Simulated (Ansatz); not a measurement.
`[F][In]([Cl])[N]([SiH3])[SiH3]` + H₂ → `[F][InH][Cl]` + `[SiH3]N[SiH3]` at 600 K and 1 bar (hydrogenolysis of the In–N bond).

Calculated with Ansatz (gas phase, PBE0-D4/def2-TZVP geometries, no zero-point term in ΔE). CBS: MP2 limit from def2 TZ/QZ plus the TZ coupled-cluster correction, frozen cores. This one scheme is used for every species. def2 core potentials past Kr. For In outer-core shells are correlated without core-valence functions, which leaves a few kJ/mol of doubt a bond. One conformer a species, not always the lowest.

```tsv
species	CCSD(T)/CBS energy (Eh)	H − E (kJ/mol)	S (J/(mol·K))
`[F][In]([Cl])[N]([SiH3])[SiH3]`	-1385.98629	242.3	591.9
H₂	-1.17544	43.9	150.8
`[F][InH][Cl]`	-750.05448	58.6	356.7
`[SiH3]N[SiH3]`	-637.10515	230.1	420.5
```

H − E and S are ideal-gas, rigid-rotor, harmonic terms from PBE0-D4/def2-TZVP, for one conformer and one mirror image of each species. The MP2-based limit puts H₂ 0.8 mEh under its directly extrapolated value; such offsets cancel only in part. 1 Eh = 2625.50 kJ/mol, R = 8.31446 J/(mol·K).

Q: By hand: ΔE, ΔH, ΔS and ΔG.

A: ΔE = (-750.05448) + (-637.10515) − (-1385.98629) − (-1.17544) = 0.00210 Eh = 5.5 kJ/mol. Δ(H − E) = 58.6 + 230.1 − 242.3 − 43.9 = 2.5, so ΔH = 8.0 kJ/mol. ΔS = 356.7 + 420.5 − 591.9 − 150.8 = 34.5 J/(mol·K). ΔG = 8.0 − 600 × (34.5)/1000 = -12.7 kJ/mol.

Q: By hand: the equilibrium constant, and the temperature at which ΔG would vanish if ΔH and ΔS stayed fixed.

A: log₁₀ K = −ΔG/(RT ln 10) = 1.1. ΔG = 0 at ΔH/ΔS = 232 K, though so small a ΔH makes that figure unsure.

TΔS isn't small against ΔH here. A doubt of 5 kJ/mol in ΔE shifts log₁₀ K by 0.4 here. Other conformers and mirror images would add mixing entropy, several J/(mol·K) or more a flexible species. Modes under 60 cm⁻¹, often nearly free rotors, make the harmonic entropy too high. These are equilibria of isolated gas molecules and say nothing of rates. Largest T1 diagnostic: 0.015 (customary marks: 0.02 for closed shells, 0.045 for open ones).
